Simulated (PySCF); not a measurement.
# Correlation energy of Te⁺ (tellurium, charge +1)

[Kr] 4d10 5s2 5p2 6s1, high-spin 4P determinant (an excited configuration). All numbers are calculated (PySCF 2.14, a scalar-relativistic core potential, in aug-cc-pV5Z-PP with ECP28MDF). Frozen: 4s2 4p6 4d10; 5 electrons correlated.

MP2 pair energies summed by pair of shells (mhartree):

| pair | energy | share (%) |
| --- | --- | --- |
| 5s-5p | -33.79 | 50.6 |
| 5s-5s | -14.81 | 22.2 |
| 5s-6s | -7.06 | 10.6 |
| 5p-6s | -6.11 | 9.2 |
| 5p-5p | -4.96 | 7.4 |

Total MP2 correlation energy: -66.73 mhartree.

Same-spin part -15.92 and opposite-spin part -50.81 mhartree; SCS-MP2 scales them by 1/3 and 6/5 to -66.27 mhartree.
